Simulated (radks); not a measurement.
Results of a calculation; reference values are marked as such.
Question: N V, configuration [He] 2s1. Code: a radial shooting solver on a logarithmic mesh with Libxc functionals. Model: scalar-relativistic Kohn-Sham, exchange-only PBE, spin-polarised, spherical densities, finite nucleus; open shells are filled with parallel spins first; Fermi nuclear charge, rms radius 2.5582 fm. Some entries of the table are withheld. Estimate them.

orbital  occ.  eigenvalue (eV)  r(max) (bohr)  <r^2> (bohr^2)
1s up       1              (1)         0.1478         0.07046
1s down     1              (2)         0.1480         0.07027
2s up       1         -89.1540         0.8897             (3)

Answer: 
(1) 1s up eigenvalue (eV): -479.4597
(2) 1s down eigenvalue (eV): -477.9899
(3) 2s up <r^2> (bohr^2): 1.286
